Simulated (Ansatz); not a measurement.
Basis sets compared for Ag₂H (the lowest doublet isomer of a short search). Charge 0, multiplicity 2. Geometry r2SCAN-D4/def2-TZVP. Ansatz on 4 threads of Arm Neoverse V2 on a shared host; times are rough, and most runs start from earlier orbitals.

```xyz
3

Ag    0.2706   -1.0517    1.0503
Ag   -0.4911    0.6067   -1.2939
H     0.2205    0.4450    0.2437
```

In the def2 sets Ag takes a core potential; there is no spin–orbit coupling. The structure comes from a short search, and lower isomers may exist.

Binding counts from free atoms (Ag doublet, H doublet) in the same basis, without a counterpoise term.

| level | functions | energy (Eh) | HOMO (eV) | LUMO (eV) | binding per atom (eV) | wall time |
| --- | --- | --- | --- | --- | --- | --- |
| PBE-D4/def2-SVP | 67 | -294.5120 | -3.94 | -3.37 | 1.11 | 0.91 s |
| PBE-D4/def2-TZVP | 86 | -294.5894 | -3.98 | -3.42 | 1.12 | 0.95 s |
| r2SCAN-D4/def2-TZVP (with forces) | 86 | -294.6567 | -4.10 | -3.02 | 1.12 | 2.8 s |
| PBE0-D4/def2-SVP | 67 | -294.4702 | -4.25 | -2.34 | 0.99 | 1.4 s |
| PBE0-D4/def2-TZVP | 86 | -294.5440 | -4.27 | -2.37 | 1.00 | 1.6 s |

Task: Estimate the rows for PBE-D4/def2-TZVPD, r2SCAN-D4/def2-TZVPD, PBE0-D4/def2-TZVPD.

Result: 
```csv
level,functions,energy (Eh),HOMO (eV),LUMO (eV),binding per atom (eV),wall time
PBE-D4/def2-TZVPD,89,-294.5899,-3.99,-3.42,1.12,1.1 s
r2SCAN-D4/def2-TZVPD,89,-294.6572,-4.11,-3.03,1.12,2.8 s
PBE0-D4/def2-TZVPD,89,-294.5443,-4.28,-2.37,1.00,1.3 s
```
